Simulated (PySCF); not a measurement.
**Palladium: a sound run and one with changed settings**

Sound run: Pd⁺ [Kr] 4d9, Pd²⁺ [Kr] 4d8. Computed with PySCF 2.14 in cc-pVDZ-PP with ECP28MDF, with scalar relativity through the core potential. In the sound run the correlated levels freeze 4s2 4p6 outside the core potential. The sound run starts from symmetry-adapted Hartree-Fock orbitals and uses a fine grid where one is needed.

A second run was set up differently.

```tsv
species	method	sound run (hartree)	changed run (hartree)	converged
Pd⁺	MP2	-126.58463	-126.76077	yes
Pd²⁺	MP2	-125.89152	-126.06508	yes
```

Ionisation energy of Pd⁺:

```tsv
method	sound run (eV)	changed run (eV)
UHF	17.376	17.376
MP2	18.860	18.931
SCS-MP2	18.752	18.731
```

Task: What was changed?
A. level shift left on
B. a valence shell is frozen
C. all electrons correlated in a valence basis
D. too few SCF iterations

Result: C. A valence basis has no tight correlating functions, so it recovers only part of the core correlation, and not evenly between atom and ion.
